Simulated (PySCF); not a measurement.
F₆Sb, SMILES [F][Sb-]([F])([F])([F])([F])[F], charge -1.

The structure is a stationary point at B3LYP-D3(BJ)/def2-SVPD. The def2 effective core potentials stand for the cores of Sb; spin–orbit coupling is left out.

Method: PySCF with PBE/def2-SVPD.

Symmetry labels are those of the subgroup D2h that the program uses (full group Oh).

Computed valence orbital energies around the gap with their symmetry:
```
orbital  symmetry  energy (eV)
-------  --------  -----------
HOMO−7        B2u        -5.14
HOMO−6        B3u        -5.14
HOMO−5        B1u        -4.98
HOMO−4        B2u        -4.98
HOMO−3        B3u        -4.98
HOMO−2        B1g        -4.53
HOMO−1        B2g        -4.53
HOMO          B3g        -4.53
LUMO           Ag         0.60
LUMO+1         Ag         4.30
LUMO+2        B1u         4.90
LUMO+3        B2u         4.90
```
